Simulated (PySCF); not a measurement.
PySCF job for Si(H)(F)(Me)(OH) (CH5FOSi), SMILES [SiH](O)(F)C, TDA-LC-ωPBE/def2-SVPD. Coordinates come from a B3LYP-D3(BJ)/def2-SVP optimisation. Other conformers were not sampled.

```python
import numpy as np
from pyscf import gto, scf, dft, tdscf

mol = gto.M(
    atom='''
    Si    0.13552305   -0.19272870    0.28038393
    C     1.29859093    0.68188871   -0.88370134
    O    -0.80499371   -1.32580138   -0.47787291
    F    -0.82199360    0.95188910    0.94016311
    H     0.81771766   -0.90759890    1.38018559
    H     1.98171044   -0.03373790   -1.36881654
    H     1.90702516    1.42416725   -0.34204498
    H     0.74441757    1.21666563   -1.67284268
    H    -1.30184715   -1.05321748   -1.25813292
    ''',
    basis='def2-SVPD',
    charge=0,
    spin=0,
    max_memory=1600,
    verbose=4,
)
mf = dft.RKS(mol, xc='lc_wpbe').density_fit(auxbasis='def2-universal-jkfit')
mf.grids.level = 3
mf.conv_tol = 1e-9
mf.max_cycle = 100
mf.kernel()
mf.grids = dft.Grids(mol).set(level=1).build(with_non0tab=True)  # coarser grid for the response kernel
td = tdscf.TDA(mf)
td.singlet = True
td.nstates = 10
td.conv_tol = 1e-4
td.kernel(x0=td.get_init_guess(mf, 15))
td.analyze()
tt = tdscf.TDA(mf)
tt.singlet = False
tt.nstates = 4
tt.conv_tol = 1e-4
tt.kernel(x0=tt.get_init_guess(mf, 9))
tt.analyze(verbose=3)
```

Output:

```
PySCF version 2.14.0

[INPUT] verbose = 4
[INPUT] num. atoms = 9
[INPUT] num. electrons = 42
[INPUT] charge = 0
[INPUT] spin (= nelec alpha-beta = 2S) = 0
[INPUT] symmetry False subgroup None
[INPUT] Mole.unit = angstrom
[INPUT] Symbol           X                Y                Z      unit          X                Y                Z       unit  Magmom
[INPUT]  1 Si     0.135523050000  -0.192728700000   0.280383930000 AA    0.256101448066  -0.364204459343   0.529848837429 Bohr   0.0
[INPUT]  2 C      1.298590930000   0.681888710000  -0.883701340000 AA    2.453981205544   1.288582909333  -1.669953508511 Bohr   0.0
[INPUT]  3 O     -0.804993710000  -1.325801380000  -0.477872910000 AA   -1.521217643898  -2.505401503770  -0.903048922249 Bohr   0.0
[INPUT]  4 F     -0.821993600000   0.951889100000   0.940163110000 AA   -1.553342780145   1.798809699959   1.776650790319 Bohr   0.0
[INPUT]  5 H      0.817717660000  -0.907598900000   1.380185590000 AA    1.545262424620  -1.715113351957   2.608172766171 Bohr   0.0
[INPUT]  6 H      1.981710440000  -0.033737900000  -1.368816540000 AA    3.744889989791  -0.063755391018  -2.586688375375 Bohr   0.0
[INPUT]  7 H      1.907025160000   1.424167250000  -0.342044980000 AA    3.603755265055   2.691286058075  -0.646371334482 Bohr   0.0
[INPUT]  8 H      0.744417570000   1.216665630000  -1.672842680000 AA    1.406745329614   2.299164825871  -3.161214514683 Bohr   0.0
[INPUT]  9 H     -1.301847150000  -1.053217480000  -1.258132920000 AA   -2.460134569546  -1.990292586805  -2.377526647099 Bohr   0.0

nuclear repulsion = 181.186458621162
number of shells = 56
number of NR pGTOs = 188
number of NR cGTOs = 130
basis = def2-SVPD
ecp = {}


[settings echo left out]
init E= -505.404386247277
  HOMO = -0.368603168310224  LUMO = 0.0188658290722841  gap/eV = 10.54357
cycle= 1 E= -505.235811031025  delta_E= 0.169  |g|= 0.768  |ddm|= 3.22
  HOMO = -0.341091918150297  LUMO = 0.0728312084072011  gap/eV = 11.26342
cycle= 2 E= -505.23772037119  delta_E= -0.00191  |g|= 0.82  |ddm|= 1.33
  HOMO = -0.435538768481255  LUMO = 0.0675440667385079  gap/eV = 13.68958
cycle= 3 E= -505.348780597134  delta_E= -0.111  |g|= 0.0445  |ddm|= 0.554
  HOMO = -0.434455619268499  LUMO = 0.0705186371338971  gap/eV = 13.74105
cycle= 4 E= -505.349275300576  delta_E= -0.000495  |g|= 0.0144  |ddm|= 0.0936
  HOMO = -0.432472699826038  LUMO = 0.0707763462442776  gap/eV = 13.69410
cycle= 5 E= -505.349337351932  delta_E= -6.21e-05  |g|= 0.0045  |ddm|= 0.0373
  HOMO = -0.43332945981911  LUMO = 0.070593333689855  gap/eV = 13.71244
cycle= 6 E= -505.349343409788  delta_E= -6.06e-06  |g|= 0.000717  |ddm|= 0.00887
  HOMO = -0.433265739153032  LUMO = 0.0706054581737043  gap/eV = 13.71103
cycle= 7 E= -505.349343110547  delta_E= 2.99e-07  |g|= 0.000453  |ddm|= 0.00246
  HOMO = -0.433288954937444  LUMO = 0.0705982064287136  gap/eV = 13.71147
cycle= 8 E= -505.349343634597  delta_E= -5.24e-07  |g|= 0.000108  |ddm|= 0.000553
  HOMO = -0.43329973629591  LUMO = 0.0705965528507346  gap/eV = 13.71172
cycle= 9 E= -505.349343637931  delta_E= -3.33e-09  |g|= 1.77e-05  |ddm|= 0.000189
  HOMO = -0.433296526395821  LUMO = 0.0705970144195116  gap/eV = 13.71164
cycle= 10 E= -505.349343638092  delta_E= -1.61e-10  |g|= 3.67e-06  |ddm|= 4.78e-05
  HOMO = -0.433296821756075  LUMO = 0.0705970851429263  gap/eV = 13.71165
Extra cycle  E= -505.349343638103  delta_E= -1.07e-11  |g|= 1.68e-06  |ddm|= 1.03e-05
converged SCF energy = -505.349343638103
tot grids = 34432


******** <class 'pyscf.tdscf.rks.TDA'> for <class 'pyscf.df.df_jk.DFRKS'> ********
nstates = 10 singlet
deg_eia_thresh = 1.000e-03
wfnsym = None
conv_tol = 0.0001
eigh lindep = 1e-12
eigh level_shift = 0
eigh max_cycle = 100


Excitation energies (eV)
[ 8.59686453  9.17420204  9.18065817  9.4753848  10.01730862 10.3786941
 10.53709392 10.8349399  10.89078945 10.97475118]

** Singlet excitation energies and oscillator strengths **
Excited State   1:      8.59686 eV    144.22 nm  f=0.0359
      20 -> 22        0.32155
      20 -> 23       -0.14381
      21 -> 22        0.52284
      21 -> 23       -0.18780
Excited State   2:      9.17420 eV    135.14 nm  f=0.0078
      19 -> 22       -0.15631
      20 -> 22        0.34082
      20 -> 23       -0.15961
      20 -> 24       -0.12056
      21 -> 22       -0.13874
      21 -> 24        0.35480
      21 -> 25       -0.29757
      21 -> 27       -0.11301
Excited State   3:      9.18066 eV    135.05 nm  f=0.0171
      19 -> 22       -0.14259
      20 -> 22        0.35475
      20 -> 23       -0.12836
      21 -> 22       -0.26641
      21 -> 24       -0.36284
      21 -> 25        0.21848
      21 -> 28        0.14855
Excited State   4:      9.47538 eV    130.85 nm  f=0.1283
      21 -> 22       -0.23878
      21 -> 23       -0.58297
      21 -> 24        0.13457
      21 -> 26        0.19813
Excited State   5:     10.01731 eV    123.77 nm  f=0.0976
      16 -> 22        0.12119
      18 -> 22       -0.15869
      19 -> 22       -0.44239
      19 -> 23        0.19002
      21 -> 22        0.11367
      21 -> 24        0.13379
      21 -> 25        0.24987
      21 -> 26        0.22342
Excited State   6:     10.37869 eV    119.46 nm  f=0.1818
      18 -> 22        0.13650
      19 -> 22        0.14288
      19 -> 23       -0.16028
      21 -> 24        0.31874
      21 -> 25        0.47948
      21 -> 26       -0.12066
Excited State   7:     10.53709 eV    117.66 nm  f=0.0325
      19 -> 24        0.13411
      20 -> 22        0.13835
      20 -> 24        0.45696
      20 -> 25       -0.28502
      20 -> 28       -0.17072
      21 -> 28       -0.12365
Excited State   8:     10.83494 eV    114.43 nm  f=0.0475
      19 -> 22       -0.16054
      19 -> 23       -0.10600
      19 -> 24        0.21177
      19 -> 25       -0.20700
      20 -> 22       -0.12138
      20 -> 25       -0.18360
      21 -> 23       -0.14125
      21 -> 26       -0.37891
      21 -> 27        0.22304
Excited State   9:     10.89079 eV    113.84 nm  f=0.0613
      19 -> 22        0.20169
      19 -> 24        0.44507
      19 -> 25       -0.22939
      20 -> 24       -0.15402
      20 -> 25        0.14588
      21 -> 26        0.18600
Excited State  10:     10.97475 eV    112.97 nm  f=0.0696
      16 -> 23        0.11958
      17 -> 22       -0.15756
      18 -> 22        0.16173
      19 -> 23        0.14483
      20 -> 22        0.18391
      20 -> 23        0.46699
      20 -> 24       -0.11823
      20 -> 25       -0.10708
      20 -> 26       -0.19864
      21 -> 26       -0.10736

** Transition electric dipole moments (AU) **
state          X           Y           Z        Dip. S.      Osc.
  1         0.3413      0.0472     -0.2272      0.1704      0.0359
  2         0.0158     -0.1740      0.0635      0.0346      0.0078
  3         0.0815     -0.2003     -0.1709      0.0760      0.0171
  4        -0.4914     -0.3605      0.4256      0.5526      0.1283
  5        -0.0990     -0.5596      0.2738      0.3979      0.0976
  6         0.3076     -0.2530      0.7460      0.7151      0.1818
  7         0.0557     -0.3031     -0.1760      0.1259      0.0325
  8        -0.2080     -0.3239      0.1755      0.1790      0.0475
  9         0.4693      0.0091     -0.0965      0.2296      0.0613
 10        -0.2385     -0.0780      0.4425      0.2588      0.0696

** Transition velocity dipole moments (imaginary part, AU) **
state          X           Y           Z        Dip. S.      Osc.
  1         0.1150      0.0209     -0.0881      0.0214      0.0452
  2         0.0024     -0.0575      0.0093      0.0034      0.0067
  3         0.0179     -0.0866     -0.0429      0.0097      0.0191
  4        -0.1712     -0.1087      0.1227      0.0562      0.1076
  5        -0.0562     -0.1843      0.0605      0.0408      0.0739
  6         0.0906     -0.0926      0.2695      0.0894      0.1563
  7         0.0189     -0.0908     -0.0454      0.0107      0.0184
  8        -0.0771     -0.1312      0.0954      0.0323      0.0540
  9         0.1485      0.0255     -0.0391      0.0242      0.0403
 10        -0.0861     -0.0131      0.1700      0.0365      0.0603

** Transition magnetic dipole moments (imaginary part, AU) **
state          X           Y           Z
  1        -0.5485      0.7807     -0.0491
  2         1.0970      0.2959     -0.2408
  3        -0.5609     -0.4866     -0.9379
  4        -0.3236      0.8395      0.6562
  5        -0.0600      0.4406      0.1438
  6        -0.1313      0.0465     -0.1880
  7        -0.8039     -0.1865      0.2134
  8        -0.0056     -0.8891      0.1906
  9        -0.5460     -0.3880      0.4938
 10        -0.4532      0.8044      0.1554


******** <class 'pyscf.tdscf.rks.TDA'> for <class 'pyscf.df.df_jk.DFRKS'> ********
nstates = 4 triplet
deg_eia_thresh = 1.000e-03
wfnsym = None
conv_tol = 0.0001
eigh lindep = 1e-12
eigh level_shift = 0
eigh max_cycle = 100


Excitation energies (eV)
[8.13349172 8.55427136 8.69764958 8.87767503]

** Triplet excitation energies and oscillator strengths **
Excited State   1:      8.13349 eV    152.44 nm  f=0.0000
Excited State   2:      8.55427 eV    144.94 nm  f=0.0000
Excited State   3:      8.69765 eV    142.55 nm  f=0.0000
Excited State   4:      8.87768 eV    139.66 nm  f=0.0000
```

Self-consistency was reached.

Cost: roughly 80 core-seconds.
